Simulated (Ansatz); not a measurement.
A structure relaxed at r2SCAN-D4/def2-TZVPD in Ansatz, charge -1, singlet:

Cartesian coordinates in Å:
```
Ag 0.0000 -0.0001 0.0000
F -1.8054 -0.3437 0.8089
F 1.8054 0.3438 -0.8089
```

(1) Give its formula and point group.

(2) Summarise the bond lengths by kind (pairs closer than 1.2 times the sum of covalent radii, bridged metal pairs left out).

## Answers

(1) the cluster AgF2⁻ (the lowest singlet isomer of a short search). Point group D∞h (tolerance 0.1 Å).

(2) 2 × Ag–F 2.01 Å. The metal has 2 neighbours: F 2.01 Å, F 2.01 Å.

In the def2 sets Ag takes a core potential; there is no spin–orbit coupling. The relaxation made no stability test and no search for a lower SCF solution. The structure comes from a short search, and lower isomers may exist.
